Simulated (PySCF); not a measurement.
A side-by-side comparison of computed properties.

First species: C₆H₉N₃.
Geometry (PBE0-D3(BJ)/def2-SVP, Å), atoms numbered from 1 in this order:
```
atom  x, y, z in Å
C1    -0.560    1.536    0.870
C2     0.658    1.207    0.434
N3     1.033    0.111   -0.346
C4     0.283   -0.867   -0.977
C5    -1.194   -0.984   -0.976
N6     1.080   -1.688   -1.602
N7     2.364   -1.284   -1.402
C8     2.342   -0.215   -0.658
C9     3.535    0.542   -0.208
H10   -1.458    0.955    0.667
H11   -0.669    2.441    1.469
H12    1.510    1.842    0.688
H13   -1.594   -1.179    0.031
H14   -1.451   -1.832   -1.622
H15   -1.681   -0.078   -1.370
H16    3.539    1.577   -0.586
H17    3.613    0.578    0.890
H18    4.419    0.027   -0.602
```

Second species: CH₃BF₂.
Z-matrix (Å and degrees, PBE0-D3(BJ)/def2-SVP geometry), rows numbered from 1:
```
C 
B   1  1.5579
F   2  1.3225  1  122.93
F   2  1.3233  1  121.16  3  -179.54
H   1  1.0975  2  113.08  3    -5.21
H   1  1.1015  2  110.21  3  -127.86
H   1  1.1027  2  109.29  3   115.93
```

Levels: CAM-B3LYP/def2-SVPD for dipole moment, HOMO energy, LUMO energy, HOMO–LUMO gap, static isotropic polarisability and electronic spatial extent ⟨r²⟩ about the centre of nuclear charge; TDDFT CAM-B3LYP/def2-SVPD for lowest singlet excitation; TDA CAM-B3LYP/def2-SVPD for lowest triplet excitation (Tamm–Dancoff); ΔSCF CAM-B3LYP/def2-SVPD for vertical ionisation energy; PBE0-D3(BJ)/def2-SVP for rotational constant A and rotational constant C. Geometries: PBE0-D3(BJ)/def2-SVP. Each species is one conformer at its optimised geometry, gas phase, non-relativistic unless stated. Electronic properties by PySCF.

Dipoles, sizes and rotational constants follow the conformer. The torsions of the flexible species, by atom-mapped SMILES:
- `[CH2:1]=[CH:2][n:3]1[c:4]([CH3:5])[n:6][n:7][c:8]1[CH3:9]`: C1–C2–N3–C4 6°

```json
{"property": "dipole moment", "column X": "1.73 D", "column Y": "5.27 D"}
{"property": "HOMO energy", "column X": "-11.87 eV", "column Y": "-8.51 eV"}
{"property": "LUMO energy", "column X": "0.83 eV", "column Y": "0.13 eV"}
{"property": "HOMO–LUMO gap", "column X": "12.70 eV", "column Y": "8.64 eV"}
{"property": "lowest singlet excitation", "column X": "8.82 eV", "column Y": "5.49 eV"}
{"property": "lowest triplet excitation (Tamm–Dancoff)", "column X": "7.98 eV", "column Y": "3.95 eV"}
{"property": "static isotropic polarisability", "column X": "27.6 au", "column Y": "92.3 au"}
{"property": "vertical ionisation energy", "column X": "13.20 eV", "column Y": "9.16 eV"}
{"property": "electronic spatial extent ⟨r²⟩ about the centre of nuclear charge", "column X": "268 bohr²", "column Y": "1167 bohr²"}
{"property": "rotational constant A", "column X": "9.924 GHz", "column Y": "2.286 GHz"}
{"property": "rotational constant C", "column X": "4.650 GHz", "column Y": "1.016 GHz"}
```

(1) Which column belongs to which species?

(2) How does each property change from the first species to the second?

Results:

(1) Column X is the second species and column Y the first. The first has 18 atoms and 66 electrons, the second 7 and 32.

(2) dipole moment -3.54 D; HOMO energy -3.36 eV; LUMO energy +0.70 eV; HOMO–LUMO gap +4.06 eV; lowest singlet excitation +3.33 eV; lowest triplet excitation (Tamm–Dancoff) +4.03 eV; static isotropic polarisability -64.7 au; vertical ionisation energy +4.04 eV; electronic spatial extent ⟨r²⟩ about the centre of nuclear charge -899 bohr²; rotational constant A +7.638 GHz; rotational constant C +3.634 GHz.

On the first: The ΔSCF ionisation energy exceeds −ε(HOMO) by 0.65 eV with CAM-B3LYP. In atomic units the dipole is 2.07 e·bohr (1 au = 2.5417 D).

On the second: No computed singlet falls in the visible range (750 to 380 nm, 1.65 to 3.26 eV); S1 lies 5.56 eV above its blue end. The polarisability is 4.09 Å³ as a volume (1 au = 0.148185 Å³), or 0.86 au for each of the 32 electrons.
